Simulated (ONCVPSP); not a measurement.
u(r) = r·R(r): atom against pseudo-atom (aluminium)

Columns: radius, all-electron u(r) and pseudo u(r) of the 2p shell (level -77.99 eV) of aluminium in the configuration [He] 2s2 2p6 3s2; PBE, scalar-relativistic, ONCV scheme, ONCVPSP 4.0.1.

```csv
r (bohr),all-electron,pseudo
0.060,0.1703,0.1054
0.120,0.4751,0.3750
0.180,0.7615,0.7008
0.240,0.9812,0.9789
0.300,1.1268,1.1560
0.360,1.2070,1.2368
0.420,1.2342,1.2512
0.480,1.2220,1.2280
0.540,1.1823,1.1834
0.600,1.1243,1.1242
0.660,1.0551,1.0549
0.720,0.9800,0.9798
0.780,0.9027,0.9026
0.840,0.8260,0.8259
0.900,0.7517,0.7515
0.960,0.6809,0.6808
1.020,0.6144,0.6143
1.080,0.5526,0.5525
1.140,0.4956,0.4955
1.200,0.4434,0.4433
1.260,0.3959,0.3958
1.320,0.3527,0.3527
1.380,0.3138,0.3137
1.440,0.2788,0.2787
1.500,0.2474,0.2473
1.560,0.2193,0.2193
```

**Question.** How many radial nodes do the two functions have?

**Answer.** The all-electron 2p function has n − l − 1 = 0; the pseudo-wave has 0.

**Question.** At about which radius was the pseudo-wave matched?

**Answer.** 0.65 bohr, where the columns begin to agree (steps of 0.06 bohr).

**Question.** Is the pseudo-wave norm-conserving?

**Answer.** Yes: the ONCV scheme keeps the norm inside the radius equal to the all-electron one, which fixes the energy derivative of the logarithmic derivative at the level.
